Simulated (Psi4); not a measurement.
Cl2Zn (SMILES [Cl][Zn][Cl]), singlet, at a GFN2-xTB geometry (such geometries of metal compounds can be far from the true shape). Base run: BLYP/aug-cc-pVDZ (Psi4).

Psi4 was given this input:
```
memory 2 GB

molecule {
0 1
Zn    0.10825094    0.38059368    0.21210131
Cl    1.30904056   -0.00597581   -1.49586408
Cl   -1.50007163   -0.66566009    1.12156766
}

set {
  basis aug-cc-pvdz
}

energy('blyp')
print_variables()
```

The base run was repeated with changes; each row names its change, and settings that it needs were set with it.

| change | ΔE vs base (mEh) | point group used | SCF cycles |
|---|---|---|---|
| base | 0.000 | cs | 11 |
| molecule keys = no_reorient | 0.000 | c1 | 11 |
| molecule keys = symmetry c1 | 0.000 | c1 | 11 |
| molecule keys = symmetry c1, no_reorient, no_com | 0.000 | c1 | 11 |
| jitter_ang = 0.002 | 0.138 | cs | 12 |
